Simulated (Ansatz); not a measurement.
Relaxation of Ag13Cl4⁻ (started as a model of: Ag13(Cl)4) with RKS r2SCAN-D4/def2-SVP.

```sh
$ ansatz run in.yaml --threads 2 --pin off --events-out ev --progress --plain --max-ram 20480MiB --backend cuda --devices 0, --max-vram 18GiB
```

```yaml
crystal:
  periodic: [false, false, false]
  atoms:
    - {symbol: Ag, position_ang: [0.005200, 0.012300, 0.005000]}
    - {symbol: Ag, position_ang: [2.345300, 0.013600, -1.454800]}
    - {symbol: Ag, position_ang: [2.356800, 0.008700, 1.467000]}
    - {symbol: Ag, position_ang: [-2.360400, 0.000400, -1.453300]}
    - {symbol: Ag, position_ang: [-2.375900, -0.002400, 1.454300]}
    - {symbol: Ag, position_ang: [-1.452500, 2.365400, -0.004400]}
    - {symbol: Ag, position_ang: [1.449800, 2.361000, 0.000100]}
    - {symbol: Ag, position_ang: [-1.465700, -2.345400, 0.015100]}
    - {symbol: Ag, position_ang: [1.420900, -2.393100, -0.002600]}
    - {symbol: Ag, position_ang: [-0.006300, -1.458300, 2.368100]}
    - {symbol: Ag, position_ang: [0.031800, 1.444900, 2.359100]}
    - {symbol: Ag, position_ang: [0.030600, -1.451800, -2.354900]}
    - {symbol: Ag, position_ang: [-0.007700, 1.436800, -2.362300]}
    - {symbol: Cl, position_ang: [4.322900, -0.018400, -2.681000]}
    - {symbol: Cl, position_ang: [4.320200, -0.014200, 2.669200]}
    - {symbol: Cl, position_ang: [-4.319900, 0.000500, -2.678300]}
    - {symbol: Cl, position_ang: [-4.312400, 0.013400, 2.675500]}
basis:
  gaussian: {orbitals: def2-SVP, fitting: {mean_field: def2-universal-jkfit}}
total_charge: -1
hamiltonian: {xc: r2scan, dispersion: d4}
scf: {lower_state_search: "off"}
output: {orbitals: {seedname: orbitals}}
relax: {f_tol: 0.03, max_steps: 70}
```

Run time 1.9 min (2 threads of AMD EPYC 7R13 on a shared host and a share (18 GiB) of an NVIDIA H100 80GB HBM3), peak host memory 1.2 GiB.

Positions (Å) and forces (eV/Å) at steps 1, 2, 3, 4, 7, 9, 10, 11, 12, 13, 14 of 14:

```xyz
17
step=1 energy=-102098.6058 eV
Ag    0.005    0.012    0.005   -0.094   -0.135    0.037
Ag    2.345    0.014   -1.455   -0.222    0.031    0.069
Ag    2.357    0.009    1.467   -0.505   -0.122   -0.235
Ag   -2.360    0.000   -1.453    0.455    0.072    0.165
Ag   -2.376   -0.002    1.454    0.722   -0.038   -0.299
Ag   -1.452    2.365   -0.004    0.316   -0.011    0.325
Ag    1.450    2.361    0.000   -0.307    0.051    0.292
Ag   -1.466   -2.345    0.015    0.350    0.002   -0.318
Ag    1.421   -2.393   -0.003   -0.303    0.078   -0.293
Ag   -0.006   -1.458    2.368    0.004    0.506   -0.046
Ag    0.032    1.445    2.359   -0.084   -0.120   -0.516
Ag    0.031   -1.452   -2.355   -0.062    0.118    0.556
Ag   -0.008    1.437   -2.362    0.002   -0.419   -0.017
Cl    4.323   -0.018   -2.681    0.264   -0.015   -0.222
Cl    4.320   -0.014    2.669    0.498    0.005    0.366
Cl   -4.320    0.001   -2.678   -0.409   -0.020   -0.322
Cl   -4.312    0.013    2.675   -0.625    0.019    0.458
17
step=2 energy=-102098.8473 eV
Ag   -0.003    0.001    0.004    0.054    0.037   -0.039
Ag    2.360    0.031   -1.481    0.031    0.043    0.084
Ag    2.359   -0.026    1.489   -0.001   -0.061   -0.120
Ag   -2.362    0.031   -1.482   -0.035    0.053    0.089
Ag   -2.361   -0.026    1.483   -0.003   -0.041   -0.110
Ag   -1.383    2.367    0.086   -0.175    0.199   -0.071
Ag    1.377    2.372    0.080    0.167    0.170   -0.068
Ag   -1.387   -2.353   -0.076   -0.206   -0.231    0.072
Ag    1.366   -2.382   -0.078    0.204   -0.167    0.075
Ag   -0.005   -1.304    2.364    0.012   -0.152    0.187
Ag    0.003    1.460    2.258   -0.002    0.173    0.336
Ag    0.004   -1.463   -2.248   -0.003   -0.150   -0.364
Ag   -0.007    1.304   -2.370    0.022    0.123   -0.135
Cl    4.340   -0.015   -2.757   -0.008   -0.006   -0.041
Cl    4.341   -0.033    2.750    0.042    0.009    0.074
Cl   -4.332    0.006   -2.766   -0.025   -0.009   -0.063
Cl   -4.325    0.004    2.767   -0.075    0.009    0.095
17
step=3 energy=-102098.8956 eV
Ag   -0.002    0.002    0.002   -0.005    0.000   -0.002
Ag    2.360    0.042   -1.469   -0.007    0.012    0.053
Ag    2.360   -0.043    1.474   -0.011   -0.021   -0.058
Ag   -2.364    0.045   -1.472    0.013    0.015    0.060
Ag   -2.366   -0.037    1.475    0.021   -0.016   -0.061
Ag   -1.395    2.407    0.085    0.017   -0.011    0.001
Ag    1.388    2.407    0.082   -0.015   -0.012    0.000
Ag   -1.397   -2.398   -0.077    0.017    0.009   -0.004
Ag    1.384   -2.414   -0.081   -0.010    0.017    0.004
Ag   -0.002   -1.307    2.396   -0.003    0.004   -0.021
Ag    0.001    1.491    2.289   -0.004    0.021   -0.008
Ag    0.003   -1.491   -2.284   -0.011   -0.020    0.004
Ag   -0.001    1.306   -2.396    0.001    0.000    0.027
Cl    4.322   -0.012   -2.778   -0.025   -0.004   -0.027
Cl    4.329   -0.036    2.772   -0.023    0.006    0.030
Cl   -4.318    0.008   -2.792    0.025   -0.006   -0.027
Cl   -4.320    0.004    2.796    0.021    0.005    0.029
17
step=4 energy=-102098.9081 eV
Ag   -0.002    0.002    0.002    0.000   -0.002    0.002
Ag    2.354    0.047   -1.460    0.021    0.000    0.008
Ag    2.354   -0.052    1.462    0.027   -0.003   -0.004
Ag   -2.358    0.053   -1.458   -0.025    0.002    0.003
Ag   -2.359   -0.043    1.462   -0.027   -0.003   -0.001
Ag   -1.391    2.414    0.088    0.017   -0.014    0.006
Ag    1.387    2.411    0.086   -0.015   -0.014    0.006
Ag   -1.394   -2.406   -0.081    0.019    0.014   -0.008
Ag    1.383   -2.416   -0.085   -0.016    0.017   -0.006
Ag   -0.004   -1.307    2.394   -0.002   -0.010   -0.020
Ag    0.000    1.497    2.291    0.000    0.027   -0.009
Ag   -0.001   -1.496   -2.287   -0.003   -0.027    0.010
Ag    0.000    1.308   -2.391   -0.001    0.013    0.020
Cl    4.266   -0.017   -2.843   -0.023   -0.002   -0.013
Cl    4.273   -0.029    2.839   -0.029    0.004    0.009
Cl   -4.262   -0.001   -2.854    0.026   -0.003   -0.009
Cl   -4.264    0.010    2.857    0.030    0.003    0.006
17
step=7 energy=-102098.9217 eV
Ag   -0.001    0.000    0.003    0.002    0.000   -0.001
Ag    2.347    0.055   -1.460    0.000    0.003   -0.002
Ag    2.349   -0.065    1.461   -0.001   -0.004    0.003
Ag   -2.350    0.064   -1.457   -0.002    0.004   -0.004
Ag   -2.349   -0.053    1.463   -0.001   -0.003    0.003
Ag   -1.385    2.398    0.137   -0.008   -0.014    0.001
Ag    1.394    2.391    0.136    0.008   -0.014    0.001
Ag   -1.395   -2.391   -0.131   -0.008    0.014    0.000
Ag    1.383   -2.398   -0.135    0.008    0.015    0.000
Ag   -0.004   -1.352    2.357    0.001   -0.017    0.000
Ag    0.003    1.514    2.330    0.000    0.029    0.010
Ag   -0.006   -1.512   -2.326    0.000   -0.029   -0.010
Ag    0.000    1.354   -2.351    0.001    0.016    0.001
Cl    4.108   -0.088   -3.026    0.007   -0.001   -0.002
Cl    4.115    0.053    3.023    0.007    0.000    0.001
Cl   -4.110   -0.083   -3.025   -0.006    0.000   -0.001
Cl   -4.116    0.086    3.024   -0.007    0.000    0.002
17
step=9 energy=-102098.9193 eV rejected
Ag    0.001    0.001    0.004    0.008   -0.004    0.000
Ag    2.328    0.095   -1.489    0.062   -0.016   -0.103
Ag    2.331   -0.112    1.493    0.064    0.014    0.104
Ag   -2.326    0.112   -1.489   -0.068   -0.017   -0.103
Ag   -2.326   -0.093    1.496   -0.051    0.012    0.087
Ag   -1.407    2.300    0.226    0.013    0.027   -0.008
Ag    1.432    2.292    0.231   -0.016    0.020   -0.011
Ag   -1.429   -2.292   -0.223    0.019   -0.018    0.010
Ag    1.408   -2.301   -0.224   -0.014   -0.020    0.010
Ag   -0.003   -1.500    2.266    0.001    0.006   -0.027
Ag    0.009    1.630    2.467    0.000   -0.009   -0.063
Ag   -0.010   -1.629   -2.462    0.001    0.008    0.064
Ag    0.003    1.502   -2.259    0.004   -0.005    0.026
Cl    3.942   -0.248   -3.200   -0.081    0.035    0.094
Cl    3.961    0.228    3.192   -0.085   -0.036   -0.097
Cl   -3.957   -0.262   -3.179    0.081    0.035    0.092
Cl   -3.973    0.251    3.172    0.063   -0.031   -0.074
17
step=10 energy=-102098.9316 eV
Ag    0.001    0.001    0.003   -0.017    0.008   -0.001
Ag    2.329    0.076   -1.481    0.040   -0.018   -0.027
Ag    2.331   -0.089    1.483    0.044    0.021    0.029
Ag   -2.331    0.089   -1.481   -0.031   -0.020   -0.019
Ag   -2.332   -0.074    1.488   -0.023    0.018    0.014
Ag   -1.400    2.347    0.163   -0.016   -0.045    0.004
Ag    1.415    2.338    0.165    0.019   -0.036    0.001
Ag   -1.413   -2.337   -0.158   -0.023    0.036   -0.001
Ag    1.400   -2.346   -0.160    0.021    0.034   -0.003
Ag   -0.003   -1.436    2.304   -0.005    0.003    0.022
Ag    0.006    1.607    2.379   -0.003    0.010    0.025
Ag   -0.006   -1.606   -2.375    0.000   -0.011   -0.028
Ag    0.003    1.438   -2.298   -0.002   -0.003   -0.019
Cl    4.045   -0.142   -3.095   -0.026    0.010    0.024
Cl    4.058    0.111    3.087   -0.027   -0.010   -0.024
Cl   -4.054   -0.145   -3.085    0.026    0.010    0.024
Cl   -4.065    0.141    3.082    0.023   -0.009   -0.020
17
step=11 energy=-102098.9294 eV rejected
Ag   -0.004    0.003    0.003    0.075   -0.031    0.002
Ag    2.323    0.077   -1.502    0.048   -0.020   -0.074
Ag    2.326   -0.090    1.505    0.045    0.021    0.074
Ag   -2.321    0.091   -1.500   -0.083   -0.026   -0.099
Ag   -2.321   -0.073    1.505   -0.087    0.018    0.098
Ag   -1.426    2.275    0.156   -0.018    0.126    0.002
Ag    1.439    2.270    0.157    0.006    0.081    0.008
Ag   -1.441   -2.267   -0.149    0.003   -0.099   -0.011
Ag    1.425   -2.277   -0.151   -0.009   -0.072   -0.006
Ag   -0.007   -1.471    2.291    0.013   -0.007    0.005
Ag    0.004    1.699    2.412    0.006   -0.017   -0.022
Ag   -0.006   -1.699   -2.407    0.000    0.015    0.034
Ag    0.003    1.476   -2.284    0.007    0.010   -0.012
Cl    4.041   -0.129   -3.119   -0.046    0.014    0.040
Cl    4.059    0.097    3.109   -0.049   -0.014   -0.042
Cl   -4.050   -0.135   -3.103    0.046    0.015    0.037
Cl   -4.062    0.128    3.097    0.043   -0.014   -0.034
17
step=12 energy=-102098.9256 eV rejected
Ag    0.000    0.004    0.003   -0.001   -0.016    0.000
Ag    2.347    0.065   -1.494   -0.034   -0.003    0.023
Ag    2.351   -0.075    1.496   -0.041    0.005   -0.026
Ag   -2.349    0.077   -1.494    0.041   -0.005    0.027
Ag   -2.348   -0.061    1.499    0.029    0.008   -0.026
Ag   -1.397    2.308    0.144   -0.057    0.036    0.062
Ag    1.413    2.302    0.144    0.051    0.030    0.066
Ag   -1.411   -2.299   -0.139   -0.056   -0.023   -0.049
Ag    1.395   -2.305   -0.142    0.062   -0.032   -0.043
Ag   -0.005   -1.392    2.319    0.006   -0.069    0.036
Ag    0.005    1.624    2.414    0.003    0.067   -0.141
Ag   -0.007   -1.625   -2.404   -0.004   -0.056    0.110
Ag    0.001    1.404   -2.311    0.001    0.058   -0.038
Cl    4.070   -0.111   -3.099   -0.009    0.004    0.004
Cl    4.086    0.071    3.091   -0.008   -0.004   -0.005
Cl   -4.078   -0.114   -3.092    0.009    0.004    0.005
Cl   -4.090    0.101    3.086    0.009   -0.004   -0.005
17
step=13 energy=-102098.9358 eV
Ag    0.000    0.001    0.003    0.001    0.000   -0.001
Ag    2.332    0.070   -1.487    0.008   -0.002   -0.014
Ag    2.334   -0.082    1.489    0.008    0.002    0.014
Ag   -2.332    0.083   -1.486   -0.008   -0.003   -0.014
Ag   -2.333   -0.067    1.492   -0.008    0.002    0.012
Ag   -1.409    2.327    0.160    0.003   -0.018   -0.002
Ag    1.423    2.319    0.161   -0.004   -0.017   -0.002
Ag   -1.422   -2.318   -0.155    0.003    0.017    0.003
Ag    1.408   -2.326   -0.157   -0.003    0.018    0.003
Ag   -0.004   -1.434    2.309    0.000   -0.002   -0.006
Ag    0.005    1.629    2.389    0.000    0.016   -0.001
Ag   -0.007   -1.628   -2.384    0.000   -0.015    0.002
Ag    0.002    1.438   -2.302    0.000    0.002    0.006
Cl    4.048   -0.131   -3.099   -0.011    0.007    0.009
Cl    4.062    0.098    3.091   -0.011   -0.007   -0.009
Cl   -4.056   -0.134   -3.088    0.011    0.007    0.009
Cl   -4.068    0.128    3.085    0.010   -0.007   -0.008
17
step=14 energy=-102098.9377 eV
Ag    0.001    0.002    0.003   -0.020    0.006    0.000
Ag    2.327    0.067   -1.499    0.001   -0.005   -0.003
Ag    2.329   -0.078    1.502    0.001    0.005    0.003
Ag   -2.328    0.079   -1.500    0.010   -0.004    0.005
Ag   -2.329   -0.064    1.505    0.010    0.005   -0.005
Ag   -1.415    2.305    0.148   -0.012    0.010   -0.002
Ag    1.430    2.296    0.150    0.014    0.021   -0.002
Ag   -1.428   -2.295   -0.143   -0.017   -0.015    0.005
Ag    1.414   -2.302   -0.145    0.019   -0.023    0.004
Ag   -0.003   -1.444    2.302   -0.003   -0.009    0.012
Ag    0.005    1.677    2.394   -0.001   -0.002   -0.007
Ag   -0.007   -1.676   -2.389   -0.001    0.002    0.000
Ag    0.003    1.450   -2.295   -0.002    0.008   -0.010
Cl    4.044   -0.111   -3.110    0.000    0.005   -0.002
Cl    4.060    0.075    3.101    0.000   -0.005    0.002
Cl   -4.053   -0.114   -3.101    0.000    0.005   -0.002
Cl   -4.065    0.107    3.097    0.001   -0.005    0.001
```

In the def2 sets Ag takes a core potential; there is no spin–orbit coupling. Single mean-field runs in def2-SVP are fitted with def2-universal-jkfit. The restricted singlet is unstable towards broken spin symmetry in Hartree–Fock (as tested in another run); at r2SCAN-D4/def2-SVP this wasn't settled. The relaxation made no stability test and no search for a lower SCF solution.
